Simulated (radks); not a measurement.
The beryllium ion Be+ inside a hard spherical wall (all orbitals vanish at R), configuration held at [He] 2s1 and not refilled when levels cross. Method: non-relativistic Kohn-Sham, PBE, spin-unpolarised, spherical densities, point nucleus; without spin polarisation the odd electron is poorly described; computed with a radial shooting solver on a logarithmic mesh with Libxc functionals. Eigenvalues in eV, with the zero of energy where the potential of the charges vanishes at infinity; a dash marks a level that is unbound or too diffuse for the functional's potential to be trusted. A positive occupied level is held by the wall or, in an anion where self-interaction has pushed it up, behind a barrier. The pressure on the wall is -dE/dV.

R (bohr)  E (hartree)  kinetic (hartree)    e(1s)    e(2s)  e(2p, empty)  e(3s, empty)  pressure (GPa)
free        -14.27903             14.224  -117.77  -13.698        -9.777             -               0
20          -14.27903             14.224  -117.77  -13.698        -9.777             -        < 0.0001
12          -14.27903             14.224  -117.77  -13.698        -9.777        -3.572        < 0.0001
10          -14.27902             14.224  -117.77  -13.698        -9.776        -3.295        0.000147
3.5         -14.15174             14.741  -114.58   -9.087        -4.932        34.361            35.4
2.5         -13.70550             15.926  -109.82    4.687         6.099        96.312             342
2           -12.95361             17.599  -104.93   26.804        21.238        176.13            1380
1.5         -10.79001             21.885  -94.970   87.620        58.121        363.07            7750
